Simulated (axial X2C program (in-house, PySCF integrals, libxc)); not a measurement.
## CdH⁺: cheaper levels and CCSD(T), two-component

Calculated with an in-house all-electron X2C program for linear molecules (integrals from PySCF). Two-component (2c) means X2C with spin–orbit coupling and atomic mean-field two-electron Coulomb and Gaunt terms. Basis: Cd dyall-cv3z [12s12p8d5f3g], H dyall-v3z [6s2p1d] (cores contracted in-house); Gaussian nuclei, density fitting, unrestricted open shells. Masses: Cd 113.903 u, H 1.008 u.

State: Ω = 0 (closed shell); fragments Cd+ + H.

```
level  Re (Å)  ωe (cm⁻¹)  De (eV)
 PBE0   1.665     1820.6     2.05
   HF   1.685     1879.0    0.972
  MP2   1.640     1906.8     1.86
 CCSD   1.670     1801.6     2.06
 TPSS   1.671     1796.2     2.28
```

Correlated methods: 12 electrons correlated (number of frozen shells: Cd 4 s, 3 p, 1 d; H none), 208 virtual spin orbitals or spinors in MP2, 90 natural virtuals in coupled cluster.

CCSD(T), same Hamiltonian and basis:

Re = 1.672 Å, ωe = 1772.1 cm⁻¹, De = 2.12 eV; T1 = 0.024 (Lee–Taylor normalisation).

(1) Give the differences from CCSD(T) in the columns below.

The state is one determinant whose occupation by symmetry is held fixed; it was picked as the lowest of a PBE0 search that is not exhaustive. Closed shells are restricted here (equal orbitals for both partners); the stretched side of such a curve lies too high. De is counted from the lowest determinant-based energies of the atoms at the same level, without counterpoise correction. Coupled cluster ran in a truncated set of natural virtual spinors; the MP2 energy of the rest was added. (T) has no such correction and the atoms are truncated less, which lowers De at CCSD(T) by a hundredth of an eV or more.

## Answers

(1) 

| level | ΔRe (Å) | Δωe (cm⁻¹) | ΔDe (eV) |
| --- | --- | --- | --- |
| PBE0 | -0.007 | 48 | -0.07 |
| HF | 0.013 | 107 | -1.15 |
| MP2 | -0.032 | 135 | -0.26 |
| CCSD | -0.002 | 30 | -0.06 |
| TPSS | -0.001 | 24 | 0.16 |
